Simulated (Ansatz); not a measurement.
Reaction (substitution at a C–Si bond): `C[Si]N(C)C` + `CC(O)(O)F` → `COC(C)(O)F` + `CN(C)[SiH]`

Calculated with Ansatz (gas phase, PBE0-D4/def2-TZVP geometries, no zero-point term in ΔE). CCSD(T)/CBS adds triple-zeta CCSD(T) − MP2 to the extrapolated MP2 energy (def2 sets, frozen cores). Functionals use def2-TZVPP. Each species was taken in one conformer, which may not be the lowest.

(1) Is it downhill or uphill in electronic energy at CCSD(T)/CBS, and by how much? (Best estimate.)

(2) What do these levels give: PBE-D4, PBE0-D4, ωB97M-V, B2PLYP, PBE, CCSD/def2-TZVPP? (Best estimate.)

Largest T1 diagnostic among the species: 0.015.

Answers

(1) Computed: Uphill: ΔE = +21.4 kcal/mol.

(2) The calculation gave: PBE-D4 21.5, PBE0-D4 21.7, ωB97M-V 21.1, B2PLYP 20.6, PBE 21.4, CCSD/def2-TZVPP 20.1 kcal/mol.

In def2-TZVPP, CCSD(T) changes the Hartree–Fock value by +2.3 kcal/mol (the triples alone add +0.2 kcal/mol) and MP2 by +4.1 kcal/mol.
